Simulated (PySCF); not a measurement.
H₂BBrFN (SMILES NB(F)Br), singlet, geometry from GFN2-xTB, atoms displaced at random by about 0.03 Å a coordinate; PySCF with PBE/STO-3G, gradient by finite differences.

PySCF was given this input:
```python
from pyscf import gto, scf, dft

mol = gto.M(
    atom='''
B     0.08812148   -0.85043288    0.26859167
F    -0.89345282   -1.73116617   -0.05868639
Br   -0.12679293    0.93051209   -0.33918152
N     1.12442263   -1.25996737    1.11373870
H     1.85480340   -0.70926096    1.35868856
H     1.27542477   -2.18282962    1.44088238
''',
    basis='sto-3g',
    verbose=4,
)

mf = dft.RKS(mol)
mf.xc = 'pbe'
mf.conv_tol = 1e-11
mf.kernel()
scan, done = mf.as_scanner(), []
scan.scf_summary = {}
def energy(d):
    c = mol.atom_coords()
    c[4, 1] += d
    e = scan(mol.set_geom_(c, unit='Bohr', inplace=False))
    done.append(scan.converged)
    return e
h = 1e-4
fd = (energy(h) - energy(-h)) / (2 * h)
print('dE/dx =', fd)
```

Q: What does PySCF print? Leave out banner, timings and long lists.

A: 
```
PySCF version 2.14.0

[INPUT] verbose = 4
[INPUT] num. atoms = 6
[INPUT] num. electrons = 58
[INPUT] charge = 0
[INPUT] spin (= nelec alpha-beta = 2S) = 0
[INPUT] symmetry False subgroup None
[INPUT] Mole.unit = angstrom
[INPUT] Symbol           X                Y                Z      unit          X                Y                Z       unit  Magmom
[INPUT]  1 B      0.088121480000  -0.850432880000   0.268591670000 AA    0.166525462891  -1.607085230525   0.507564695640 Bohr   0.0
[INPUT]  2 F     -0.893452820000  -1.731166170000  -0.058686390000 AA   -1.688381135020  -3.271429937412  -0.110901204339 Bohr   0.0
[INPUT]  3 Br    -0.126792930000   0.930512090000  -0.339181520000 AA   -0.239603912231   1.758413005697  -0.640960179314 Bohr   0.0
[INPUT]  4 N      1.124422630000  -1.259967370000   1.113738700000 AA    2.124850818963  -2.380993255189   2.104661117329 Bohr   0.0
[INPUT]  5 H      1.854803400000  -0.709260960000   1.358688560000 AA    3.505070440912  -1.340308965246   2.567549266980 Bohr   0.0
[INPUT]  6 H      1.275424770000  -2.182829620000   1.440882380000 AA    2.410203507786  -4.124950158388   2.722873075911 Bohr   0.0

nuclear repulsion = 222.630830342892
number of shells = 19
number of NR pGTOs = 105
number of NR cGTOs = 35
basis = sto-3g
ecp = {}

******** <class 'pyscf.dft.rks.RKS'> ********
method = RKS
initial guess = minao
damping factor = 0
level_shift factor = 0
DIIS = <class 'pyscf.scf.diis.CDIIS'>
diis_start_cycle = 1
diis_space = 8
diis_damp = 0
SCF conv_tol = 1e-11
SCF conv_tol_grad = None
SCF max_cycles = 50
direct_scf = True
direct_scf_tol = 1e-13
XC library pyscf.dft.libxc version 7.1.2
    S. Lehtola, C. Steigemann, M. J. T. Oliveira, and M. A. L. Marques,  SoftwareX 7, 1–5 (2018)
XC functionals = pbe
    J. P. Perdew, K. Burke, and M. Ernzerhof,  Phys. Rev. Lett. 77, 3865 (1996)
    J. P. Perdew, K. Burke, and M. Ernzerhof,  Phys. Rev. Lett. 78, 1396 (1997)
    J. P. Perdew, K. Burke, and M. Ernzerhof,  Phys. Rev. Lett. 77, 3865 (1996)
    J. P. Perdew, K. Burke, and M. Ernzerhof,  Phys. Rev. Lett. 78, 1396 (1997)
radial grids:
    Treutler-Ahlrichs [JCP 102, 346 (1995); DOI:10.1063/1.469408] (M4) radial grids

becke partition: Becke, JCP 88, 2547 (1988); DOI:10.1063/1.454033
pruning grids: <function nwchem_prune>
grids dens level: 3
symmetrized grids: False
atomic radii adjust function: <function treutler_atomic_radii_adjust>
small_rho_cutoff = 0
Set gradient conv threshold to 3.16228e-06
Initial guess from minao.
tot grids = 82256
init E= -2720.66994406219
  HOMO = -0.402883587049296  LUMO = -0.0993328002144515  gap/eV = 8.26004
cycle= 1 E= -2723.54406489462  delta_E= -2.87  |g|= 0.526  |ddm|= 3.16
  HOMO = -0.0758831435369914  LUMO = 0.095070674799029  gap/eV = 4.65189
cycle= 2 E= -2723.45320433239  delta_E= 0.0909  |g|= 0.804  |ddm|=  1.9
  HOMO = -0.111675394334808  LUMO = 0.135428404224528  gap/eV = 6.72404
cycle= 3 E= -2723.64906624101  delta_E= -0.196  |g|= 0.134  |ddm|=  1.1
  HOMO = -0.126802485949036  LUMO = 0.131613010647848  gap/eV = 7.03184
cycle= 4 E= -2723.65415388037  delta_E= -0.00509  |g|= 0.0604  |ddm|= 0.285
  HOMO = -0.132410828981722  LUMO = 0.12704930710676  gap/eV = 7.06027
cycle= 5 E= -2723.65548200077  delta_E= -0.00133  |g|= 0.00854  |ddm|= 0.0987
  HOMO = -0.131011725777863  LUMO = 0.126053322470951  gap/eV = 6.99510
cycle= 6 E= -2723.65550841773  delta_E= -2.64e-05  |g|= 0.00347  |ddm|= 0.0222
  HOMO = -0.131254776238451  LUMO = 0.126730767308223  gap/eV = 7.02014
cycle= 7 E= -2723.65551352344  delta_E= -5.11e-06  |g|= 0.000254  |ddm|= 0.00698
  HOMO = -0.131256894990641  LUMO = 0.12672837509006  gap/eV = 7.02014
cycle= 8 E= -2723.65551354596  delta_E= -2.25e-08  |g|= 1.6e-05  |ddm|= 0.000356
  HOMO = -0.131257040996146  LUMO = 0.126729728879583  gap/eV = 7.02018
cycle= 9 E= -2723.65551354605  delta_E= -8.91e-11  |g|= 1.86e-06  |ddm|= 2.54e-05
  HOMO = -0.131256975422393  LUMO = 0.126729942612664  gap/eV = 7.02018
cycle= 10 E= -2723.65551354607  delta_E= -1.41e-11  |g|= 1.9e-07  |ddm|= 2.95e-06
  HOMO = -0.131256964237098  LUMO = 0.12672995306133  gap/eV = 7.02018
cycle= 11 E= -2723.65551354605  delta_E= 1.23e-11  |g|= 6.46e-09  |ddm|= 2.89e-07
  HOMO = -0.131256964235658  LUMO = 0.126729952975002  gap/eV = 7.02018
cycle= 12 E= -2723.65551354606  delta_E= -3.64e-12  |g|= 3.24e-09  |ddm|= 7.4e-09
  HOMO = -0.131256964446261  LUMO = 0.126729952665486  gap/eV = 7.02018
Extra cycle  E= -2723.65551354606  delta_E= 1.36e-12  |g|= 5.14e-09  |ddm|= 1.29e-08
converged SCF energy = -2723.65551354606
Create scanner for <class 'pyscf.dft.rks.RKS'>

WARN: Mole.unit (angstrom) is changed to Bohr

New geometry
   1 B      0.088121480000  -0.850432880000   0.268591670000 AA    0.166525462891  -1.607085230525   0.507564695640 Bohr
   2 F     -0.893452820000  -1.731166170000  -0.058686390000 AA   -1.688381135020  -3.271429937412  -0.110901204339 Bohr
   3 Br    -0.126792930000   0.930512090000  -0.339181520000 AA   -0.239603912231   1.758413005697  -0.640960179314 Bohr
   4 N      1.124422630000  -1.259967370000   1.113738700000 AA    2.124850818963  -2.380993255189   2.104661117329 Bohr
   5 H      1.854803400000  -0.709208042279   1.358688560000 AA    3.505070440912  -1.340208965246   2.567549266980 Bohr
   6 H      1.275424770000  -2.182829620000   1.440882380000 AA    2.410203507786  -4.124950158388   2.722873075911 Bohr

******** <class 'pyscf.scf.hf.RKS_Scanner'> ********
method = RKS_Scanner
initial guess = minao
damping factor = 0
level_shift factor = 0
DIIS = <class 'pyscf.scf.diis.CDIIS'>
diis_start_cycle = 1
diis_space = 8
diis_damp = 0
SCF conv_tol = 1e-11
SCF conv_tol_grad = None
SCF max_cycles = 50
direct_scf = True
direct_scf_tol = 1e-13
XC library pyscf.dft.libxc version 7.1.2
    S. Lehtola, C. Steigemann, M. J. T. Oliveira, and M. A. L. Marques,  SoftwareX 7, 1–5 (2018)
XC functionals = pbe
    J. P. Perdew, K. Burke, and M. Ernzerhof,  Phys. Rev. Lett. 77, 3865 (1996)
    J. P. Perdew, K. Burke, and M. Ernzerhof,  Phys. Rev. Lett. 78, 1396 (1997)
    J. P. Perdew, K. Burke, and M. Ernzerhof,  Phys. Rev. Lett. 77, 3865 (1996)
    J. P. Perdew, K. Burke, and M. Ernzerhof,  Phys. Rev. Lett. 78, 1396 (1997)
radial grids:
    Treutler-Ahlrichs [JCP 102, 346 (1995); DOI:10.1063/1.469408] (M4) radial grids

becke partition: Becke, JCP 88, 2547 (1988); DOI:10.1063/1.454033
pruning grids: <function nwchem_prune>
grids dens level: 3
symmetrized grids: False
atomic radii adjust function: <function treutler_atomic_radii_adjust>
small_rho_cutoff = 0
Set gradient conv threshold to 3.16228e-06
tot grids = 82256
init E= -2723.65551475676
  HOMO = -0.131259228900159  LUMO = 0.126728018283028  gap/eV = 7.02019
cycle= 1 E= -2723.65552107688  delta_E= -6.32e-06  |g|= 7.74e-06  |ddm|= 5.02e-05
  HOMO = -0.131257018706467  LUMO = 0.126730990902858  gap/eV = 7.02021
cycle= 2 E= -2723.65552107691  delta_E= -2.36e-11  |g|= 5.93e-06  |ddm|= 2.35e-05
  HOMO = -0.131256760663842  LUMO = 0.126730865669085  gap/eV = 7.02020
cycle= 3 E= -2723.65552107691  delta_E= -9.09e-13  |g|= 3.86e-06  |ddm|= 1.37e-05
  HOMO = -0.131256787548092  LUMO = 0.126730971454541  gap/eV = 7.02020
cycle= 4 E= -2723.65552107692  delta_E= -8.19e-12  |g|= 3.95e-07  |ddm|= 5.57e-06
  HOMO = -0.131256762348083  LUMO = 0.126730980466353  gap/eV = 7.02020
Extra cycle  E= -2723.65552107691  delta_E= 2.73e-12  |g|= 6.65e-07  |ddm|= 1.44e-06
converged SCF energy = -2723.65552107691

WARN: Mole.unit (angstrom) is changed to Bohr

New geometry
   1 B      0.088121480000  -0.850432880000   0.268591670000 AA    0.166525462891  -1.607085230525   0.507564695640 Bohr
   2 F     -0.893452820000  -1.731166170000  -0.058686390000 AA   -1.688381135020  -3.271429937412  -0.110901204339 Bohr
   3 Br    -0.126792930000   0.930512090000  -0.339181520000 AA   -0.239603912231   1.758413005697  -0.640960179314 Bohr
   4 N      1.124422630000  -1.259967370000   1.113738700000 AA    2.124850818963  -2.380993255189   2.104661117329 Bohr
   5 H      1.854803400000  -0.709313877721   1.358688560000 AA    3.505070440912  -1.340408965246   2.567549266980 Bohr
   6 H      1.275424770000  -2.182829620000   1.440882380000 AA    2.410203507786  -4.124950158388   2.722873075911 Bohr

******** <class 'pyscf.scf.hf.RKS_Scanner'> ********
method = RKS_Scanner
initial guess = minao
damping factor = 0
level_shift factor = 0
DIIS = <class 'pyscf.scf.diis.CDIIS'>
diis_start_cycle = 1
diis_space = 8
diis_damp = 0
SCF conv_tol = 1e-11
SCF conv_tol_grad = None
SCF max_cycles = 50
direct_scf = True
direct_scf_tol = 1e-13
XC library pyscf.dft.libxc version 7.1.2
    S. Lehtola, C. Steigemann, M. J. T. Oliveira, and M. A. L. Marques,  SoftwareX 7, 1–5 (2018)
XC functionals = pbe
    J. P. Perdew, K. Burke, and M. Ernzerhof,  Phys. Rev. Lett. 77, 3865 (1996)
    J. P. Perdew, K. Burke, and M. Ernzerhof,  Phys. Rev. Lett. 78, 1396 (1997)
    J. P. Perdew, K. Burke, and M. Ernzerhof,  Phys. Rev. Lett. 77, 3865 (1996)
    J. P. Perdew, K. Burke, and M. Ernzerhof,  Phys. Rev. Lett. 78, 1396 (1997)
radial grids:
    Treutler-Ahlrichs [JCP 102, 346 (1995); DOI:10.1063/1.469408] (M4) radial grids

becke partition: Becke, JCP 88, 2547 (1988); DOI:10.1063/1.454033
pruning grids: <function nwchem_prune>
grids dens level: 3
symmetrized grids: False
atomic radii adjust function: <function treutler_atomic_radii_adjust>
small_rho_cutoff = 0
Set gradient conv threshold to 3.16228e-06
tot grids = 82256
init E= -2723.65551865347
  HOMO = -0.13125228412665  LUMO = 0.126734829293078  gap/eV = 7.02019
cycle= 1 E= -2723.65550601202  delta_E= 1.26e-05  |g|= 1.55e-05  |ddm|= 0.0001
  HOMO = -0.131256612084756  LUMO = 0.126728911869442  gap/eV = 7.02014
cycle= 2 E= -2723.65550601208  delta_E= -5.78e-11  |g|= 1.27e-05  |ddm|= 4.82e-05
  HOMO = -0.131257204695465  LUMO = 0.126729136337486  gap/eV = 7.02017
cycle= 3 E= -2723.6555060121  delta_E= -1.82e-11  |g|= 8.06e-06  |ddm|= 2.94e-05
  HOMO = -0.13125713958981  LUMO = 0.126728935116096  gap/eV = 7.02016
cycle= 4 E= -2723.65550601213  delta_E= -3.18e-11  |g|= 6.47e-07  |ddm|= 1.16e-05
  HOMO = -0.131257157635661  LUMO = 0.126728923356751  gap/eV = 7.02016
cycle= 5 E= -2723.65550601213  delta_E= 5.91e-12  |g|= 2.07e-07  |ddm|= 1.13e-06
  HOMO = -0.131257138416443  LUMO = 0.126728941556793  gap/eV = 7.02016
Extra cycle  E= -2723.65550601214  delta_E= -1.36e-11  |g|= 3.33e-07  |ddm|= 7.47e-07
converged SCF energy = -2723.65550601214
dE/dx = -0.07532386916864198
```
